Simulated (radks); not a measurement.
Values are calculated unless marked as measured or tabulated.
Ionisation of the barium ion Ba3+, [Kr] 4d10 5s2 5p5, to [Kr] 4d10 5s2 5p4 as the strength of local exchange is varied. Level of theory: scalar-relativistic Kohn-Sham, Slater X-alpha exchange (alpha = 2/3 is LDA exchange), no correlation, spin-unpolarised, spherical densities, finite nucleus; Fermi nuclear charge, rms radius 4.8378 fm (a radial shooting solver on a logarithmic mesh with Libxc functionals).

alpha  E(Ba3+) (hartree)  exchange (hartree)  IE (eV)  -e of the level emptied (eV)  <r> of it (bohr)
0.618         -8108.2464           -171.3184   45.846                   40.015 (5p)             1.851
0.667         -8121.8798           -185.1858   46.709                   40.852 (5p)             1.838
0.725         -8138.0444           -201.6540   47.742                   41.854 (5p)             1.824
0.817         -8163.7448           -227.8958   49.402                   43.467 (5p)             1.802
0.909         -8189.5191           -254.2843   51.090                   45.109 (5p)             1.780
0.983         -8210.3042           -275.6163   52.469                   46.452 (5p)             1.763
0.994         -8213.3980           -278.7954   52.675                   46.653 (5p)             1.761

NIST Atomic Spectra Database: 47.0 +/- 0.3 eV (semi-empirical). The Delta-SCF value meets it near alpha = 0.68. Spin polarisation and multiplet splitting are left out, so open shells lie too high by an amount that depends on their filling. Spin-orbit splitting is averaged out at the scalar-relativistic level.

Beside tabulated values, note that spin-unpolarised runs miss the spin-polarisation part of the exchange energy of open shells.
